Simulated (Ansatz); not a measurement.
Input file for Ansatz (an electronic-structure program): R-CCSD(T)/cc-pV(T+d)Z on H4O4Si (SMILES O[Si](O)(O)O). The basis file is the Basis Set Exchange's JSON of that set.

Ansatz 0.2 input:
```yaml
crystal:
  periodic: [false, false, false]
  atoms:
    - {symbol: O, position_ang: [0.70807074, 1.19867020, -0.85824618]}
    - {symbol: Si, position_ang: [0.00000082, -0.00000076, -0.00002235]}
    - {symbol: O, position_ang: [-1.04152190, 0.72287354, 1.03313056]}
    - {symbol: O, position_ang: [-0.67365153, -1.01525224, -1.09097638]}
    - {symbol: O, position_ang: [1.00710500, -0.90629087, 0.91600208]}
    - {symbol: H, position_ang: [0.90903297, 2.01377573, -0.39169917]}
    - {symbol: H, position_ang: [-1.33544026, 0.21104130, 1.79081680]}
    - {symbol: H, position_ang: [-1.07015329, -0.62111003, -1.87192914]}
    - {symbol: H, position_ang: [1.49655745, -1.60370685, 0.47272378]}
basis:
  gaussian:
    orbitals: cc-pV_T+d_Z.json
magnetization: {spin_polarized: false}
correlation: {method: ccsd_t, electrons: outside_noble_gas}
scf: {lower_state_search: off}
```

Output:

```
WARN ansatz: RAYON_NUM_THREADS=4 ignored (pool sized by the plan → 4); use --threads N
Functional definition: HF
these checks for a lower state are left out or cut short: stability, starts, cluster_reference, orbital_swaps, neighbouring_geometries, increment
integrals: 1.01 GiB planned
1284 factors; integrals over basis functions are off by at most 6.1e-4 eV
mean field: 0.79 GiB planned
mean field evaluation 1: about -16078.4759 eV, gradient 6.0e1 eV
mean field evaluation 2: about -16078.6699 eV, gradient 6.0e1 eV
mean field evaluation 4: about -16084.4282 eV, gradient 2.9e0 eV
mean field evaluation 8: about -16084.4689 eV, gradient 1.2e-1 eV
mean field -16084.46901503 eV, -591.0933338576 hartree, gradient 2.6e-6 eV, S^2 0.000000; 0 other end points of the search recorded, 0 dependent functions left out
9 core orbitals not correlated
reference -16084.46901503 eV, -591.0933338576 hartree; 16, 16 occupied and 190, 190 virtual orbitals, 1284 factors
second order -29.36527989 eV of doubles, -0.00000000 eV of singles
coupled cluster: 2.18 GiB planned
cycle   1  -28.96727040 eV  change    4.0e-1 eV  update   9.7e-2
cycle   2  -29.53573059 eV  change   -5.7e-1 eV  update   2.6e-2
cycle   3  -29.65848167 eV  change   -1.2e-1 eV  update   1.3e-2
cycle   4  -29.63903528 eV  change    1.9e-2 eV  update   2.4e-3
cycle   5  -29.63869899 eV  change    3.4e-4 eV  update   1.1e-3
cycle   6  -29.63934846 eV  change   -6.5e-4 eV  update   2.8e-4
cycle   7  -29.63916571 eV  change    1.8e-4 eV  update   1.1e-4
cycle   8  -29.63910551 eV  change    6.0e-5 eV  update   2.9e-5
cycle   9  -29.63910798 eV  change   -2.5e-6 eV  update   9.6e-6
perturbative correction -1.02440238 eV, -0.0376460931 hartree
Total energy: -16115.13252538 eV, -592.2201970787 hartree
Checks for a lower state left out: stability, starts, cluster_reference, orbital_swaps, neighbouring_geometries, increment
```

The run converged.

Cost: roughly 60 core-seconds.
